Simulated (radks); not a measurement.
Results of a calculation; reference values are marked as such.
Problem. All-electron atom: Dy2+ in [Xe] 4f9 5d0.5 6p0.5 (fractional occupations, a model configuration). Code: a radial shooting solver on a logarithmic mesh with Libxc functionals. Model: non-relativistic Kohn-Sham, r2SCAN, spin-polarised, spherical densities, point nucleus; open shells are filled with parallel spins first (spin-orbit coupling, left out, can overturn this in heavy ions); meta-GGA in the generalised Kohn-Sham scheme; relativity is left out, which matters for an element this heavy. Some entries of the table are withheld. Estimate them.

orbital  occ.  eigenvalue (eV)  r(max) (bohr)  <r> (bohr)
1s up       1        -50291.27        0.01524     0.02298
1s down     1        -50291.26        0.01524     0.02298
2s up       1        -8098.076        0.08333     0.09764
2s down     1        -8098.018        0.08333     0.09764
2p up       3        -7713.551        0.06488     0.08279
2p down     3        -7713.501        0.06488     0.08279
3s up       1        -1818.421         0.2312      0.2509
3s down     1        -1815.048         0.2311      0.2507
3p up       3        -1645.694         0.2189      0.2409
3p down     3        -1642.605         0.2187      0.2406
3d up       5        -1324.593         0.1746      0.2134
3d down     5        -1322.345         0.1745      0.2131
4s up       1        -376.2124         0.5263      0.5648
4s down     1        -370.2146         0.5263      0.5651
4p up       3        -307.1018         0.5309      0.5773
4p down     3        -301.0700         0.5308      0.5778
4d up       5        -183.6916         0.5358      0.6085
4d down     5        -177.6261         0.5358      0.6098
5s up       1         -63.6853          1.226       1.365
5s down     1         -61.2680          1.241       1.388
5p up       3         -44.6215          1.333       1.520
5p down     3         -42.6427          1.352       1.545
4f up       7         -31.7153         0.5251      0.7664
4f down     2         -26.0761         0.5276      0.7926
5d up     0.5              (1)          1.737       2.195
5d down     0              (2)          1.760       2.187
6p up     0.5         -11.6070          3.745       4.128

Solution. 
(1) 5d up eigenvalue (eV): -17.4157
(2) 5d down eigenvalue (eV): -15.7703
